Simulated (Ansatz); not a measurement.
Reaction (cleavage of the Si–Si bond): `F[SiH2][SiH2]Cl` + `C=C[SiH2]O` → `C=C[SiH2]O[SiH2]F` + `[SiH3]Cl`

Program: Ansatz. Geometries: PBE0-D4/def2-TZVP. ΔE: electronic, gas phase. CCSD(T)/CBS adds triple-zeta CCSD(T) − MP2 to the extrapolated MP2 energy (def2 sets, frozen cores). This one scheme is used for every species. Functionals use def2-TZVPP. Each species was taken in one conformer, which may not be the lowest.

```csv
level,ΔE (eV)
ωB97X-V,-1.45
SCS-MP2/def2-TZVPP,-1.62
```

Question: What does CCSD(T)/CBS give? (Best estimate.)

Answer: The calculation gave: -1.50 eV. The listed levels differ from it by 0.05, -0.12 eV.

Largest T1 diagnostic among the species: 0.012.

In def2-TZVPP, CCSD(T) changes the Hartree–Fock value by +0.24 eV (the triples alone add +0.03 eV) and MP2 by +0.17 eV. From PBE to PBE0 (25 % exact exchange), in def2-TZVPP and without D4, ΔE moves by −0.11 eV.
